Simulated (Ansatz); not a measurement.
`[SiH3][SiH]1CS1` → `C1[SiH2]S1` + `[SiH2]` at 600 K and 1 bar (silylene loss).

Isolated molecules relaxed with PBE0-D4/def2-TZVP in Ansatz; ΔE leaves out vibrations. CCSD(T)/CBS adds triple-zeta CCSD(T) − MP2 to the extrapolated MP2 energy (def2 sets, frozen cores). This one scheme is used for every species.

| species | CCSD(T)/CBS energy (Eh) | H − E (kJ/mol) | S (J/(mol·K)) |
| --- | --- | --- | --- |
| `[SiH3][SiH]1CS1` | -1017.58743 | 223.6 | 433.0 |
| `C1[SiH2]S1` | -727.30403 | 157.3 | 336.9 |
| `[SiH2]` | -290.19011 | 52.1 | 233.9 |

H − E and S are ideal-gas, rigid-rotor, harmonic terms from PBE0-D4/def2-TZVP, for one conformer and one mirror image of each species. 1 Eh = 2625.50 kJ/mol, R = 8.31446 J/(mol·K).

**Question.** By hand: ΔE, ΔH, ΔS and ΔG.

**Answer.** ΔE = (-727.30403) + (-290.19011) − (-1017.58743) = 0.09329 Eh = 244.9 kJ/mol. Δ(H − E) = 157.3 + 52.1 − 223.6 = -14.2, so ΔH = 230.7 kJ/mol. ΔS = 336.9 + 233.9 − 433.0 = 137.8 J/(mol·K). ΔG = 230.7 − 600 × (137.8)/1000 = 148.0 kJ/mol.

**Question.** By hand: the equilibrium constant, and the temperature at which ΔG would vanish if ΔH and ΔS stayed fixed.

**Answer.** log₁₀ K = −ΔG/(RT ln 10) = -12.9. ΔG = 0 at ΔH/ΔS = 1674 K.

The number of gas molecules changes by +1, which sets the sign of ΔS. A doubt of 5 kJ/mol in ΔE shifts log₁₀ K by 0.4 here. Other conformers and mirror images would add mixing entropy, several J/(mol·K) or more a flexible species. These are equilibria of isolated gas molecules and say nothing of rates. Largest T1 diagnostic: 0.014 (customary marks: 0.02 for closed shells, 0.045 for open ones).
